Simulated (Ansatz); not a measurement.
`Br/C=C1\CO1` and `N/C=C1/CO1` differ in one atom or group (the configuration at the double bond changes too).

Ansatz, PBE0-D4/def2-TZVP geometries, multiplicity 1. Each molecule was computed in one conformer, which needn't be the lowest.

Scalar relativity is left out up to krypton. Spin–orbit coupling is left out; it splits and shifts lone-pair levels of the heavy atoms by tenths of an eV.

```
                                      property  `Br/C=C1\CO1`
           HOMO–LUMO gap (PBE/def2-TZVPP) / eV           4.66
            HOMO energy (PBE0/def2-TZVPP) / eV          -6.83
             HOMO energy (PBE/def2-TZVPP) / eV          -5.62
       HOMO–LUMO gap (ωB97M-V/def2-TZVPP) / eV          11.21
          HOMO–LUMO gap (PBE0/def2-TZVPP) / eV           6.93
size of the dipole moment (PBE/def2-TZVPP) / D           1.39
```

Give the same properties after the change, and the shifts. (Estimate.)

The calculation gave: 
| property | `N/C=C1/CO1` | shift |
| --- | --- | --- |
| HOMO–LUMO gap (PBE/def2-TZVPP) / eV | 4.68 | 0.02 |
| HOMO energy (PBE0/def2-TZVPP) / eV | -5.68 | 1.15 |
| HOMO energy (PBE/def2-TZVPP) / eV | -4.44 | 1.18 |
| HOMO–LUMO gap (ωB97M-V/def2-TZVPP) / eV | 10.45 | -0.76 |
| HOMO–LUMO gap (PBE0/def2-TZVPP) / eV | 6.79 | -0.14 |
| size of the dipole moment (PBE/def2-TZVPP) / D | 1.41 | 0.02 |

With PBE0 the HOMO rises by 1.15 eV and the LUMO rises by 1.02 eV, so the gap narrows by about 0.13 eV. PBE moves the HOMO by 1.18 eV and ωB97M-V by 1.09 eV. The zero-point energy changes by 70.9 kJ/mol with +6 modes. Dipoles are sizes alone; their direction can turn.

Positive LUMOs are unbound, so they and the gaps depend on the basis.
